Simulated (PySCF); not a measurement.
F₂H₃InSi, SMILES [In]([SiH3])([F])[F]. Geometry: r2SCAN-D4/def2-SVP. The def2 effective core potentials stand for the cores of In; spin–orbit coupling is left out.

Computed equilibrium geometry at r2SCAN-D4/def2-SVP (PySCF confirms it by a frequency run) as Cartesian coordinates in Å:
```xyz
7

In    -0.2120     0.1180    -0.1425
F     -1.9995    -0.6207    -0.4580
F     -0.1672     1.8620    -1.0358
Si     1.6948    -0.9628     1.1599
H      2.1938     0.0213     2.1613
H      2.7750    -1.3031     0.1908
H      1.1926    -2.1915     1.8348
```
Charge 0, spin multiplicity 1.
